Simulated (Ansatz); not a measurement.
Program: Ansatz. Geometries: PBE0-D4/def2-TZVP. ΔE: electronic, gas phase. CCSD(T)/CBS adds triple-zeta CCSD(T) − MP2 to the extrapolated MP2 energy (def2 sets, frozen cores). DFT in def2-TZVPP. B3LYP here is the variant with VWN-RPA as its local correlation; programs differ in this. HSE06 is defined as in plane-wave codes. Elements past krypton have def2 core potentials. For In outer-core shells are correlated without core-valence functions, which leaves a few kJ/mol of doubt a bond.

disiloxane + `[InH3]` → `[SiH3][O+]([SiH3])[InH3-]`  (adduct formation)

```
             level  ΔE (kcal/mol)  difference from CCSD(T)/CBS
       LDA (SPW92)          -13.7                         -2.0
            PBE-D4           -9.5                          2.2
         revPBE-D4           -8.6                          3.1
           BLYP-D4           -8.8                          2.9
         r2SCAN-D4           -9.8                          1.9
            B97M-V           -9.2                          2.5
           PBE0-D4           -9.3                          2.4
          B3LYP-D4           -9.0                          2.7
        r2SCANh-D4           -9.7                          2.0
        r2SCAN0-D4           -9.6                          2.1
          HSE06-D4           -9.1                          2.6
          BHLYP-D4           -9.9                          1.8
      CAM-B3LYP-D4           -9.0                          2.7
           ωB97X-V           -9.4                          2.3
           ωB97M-V          -10.0                          1.7
            B2PLYP           -6.6                          5.1
          PBE-QIDH           -8.6                          3.1
            revPBE           -2.2                          9.5
              BLYP           -2.6                          9.1
            r2SCAN           -9.0                          2.7
             B3LYP           -3.9                          7.8
           r2SCAN0           -8.6                          3.1
             BHLYP           -5.0                          6.7
         CAM-B3LYP           -6.0                          5.7
           LC-ωPBE           -6.7                          5.0
RPA@PBE/def2-TZVPP           -9.4                          2.3
       HF/def2-SVP           -5.5                          6.2
      MP2/def2-SVP          -12.4                         -0.7
     CCSD/def2-SVP          -11.7                          0.0
  CCSD(T)/def2-SVP          -12.5                         -0.8
     HF/def2-TZVPP           -1.9                          9.8
    MP2/def2-TZVPP          -10.4                          1.3
   CCSD/def2-TZVPP           -8.9                          2.8
CCSD(T)/def2-TZVPP          -10.0                          1.7
     HF/def2-QZVPP           -1.8                          9.9
    MP2/def2-QZVPP          -11.3                          0.4
SCS-MP2/def2-QZVPP           -9.5                          2.2
      HF/CBS(def2)           -1.8                          9.9
     MP2/CBS(def2)          -12.1                         -0.4
    CCSD/CBS(def2)          -10.6                          1.1
       CCSD(T)/CBS          -11.7                            0
```

Largest T1 diagnostic among the species: 0.014.

In def2-TZVPP, CCSD(T) changes the Hartree–Fock value by −8.2 kcal/mol (the triples alone add −1.1 kcal/mol) and MP2 by −8.5 kcal/mol. The D4 term adds −5.1 kcal/mol with B3LYP and −2.8 kcal/mol with PBE0; it sums over pairs of atoms, weighted by their polarisabilities, and B3LYP, whose exchange is more repulsive, gets the larger term. From BLYP to BHLYP (50 % exact exchange), in def2-TZVPP and without D4, ΔE moves by −2.4 kcal/mol.
